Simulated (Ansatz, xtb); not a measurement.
Species: HBr (charge 0, singlet). SMILES: Br
Structure (B3LYP-D3(BJ)/def2-TZVP (Ansatz, a first-principles code) minimum search):
```xyz
2

Br     0.0000     0.0000    -0.0396
H      0.0000     0.0000     1.3852
```

Harmonic wavenumbers from GFN2-xTB (xtb, at its own minimum), cm⁻¹: 2343.

Give the harmonic wavenumbers at B3LYP-D3(BJ)/def2-TZVP (Ansatz, finite differences of forces, unscaled).

2617 cm⁻¹. Zero-point energy 3.7 kcal/mol.

From these and the geometry, give the ideal-gas thermochemistry at 298.15 K and 1 atm (rigid rotor, harmonic oscillator).

Point group C∞v, rotational symmetry number 1. Rotational constants 250.1, 250.1 GHz. S(trans) 39.09, S(rot) 8.37, S(vib) 0.00, S(elec, spin only) 0.00, S 47.5 cal/(mol K). H(298) - H(0) 2.07 kcal/mol; G - E(el) -8.3 kcal/mol. Tabulated S at 1 bar: 47.5 cal/(mol K) (CRC Handbook, as tabulated in the package chemicals).
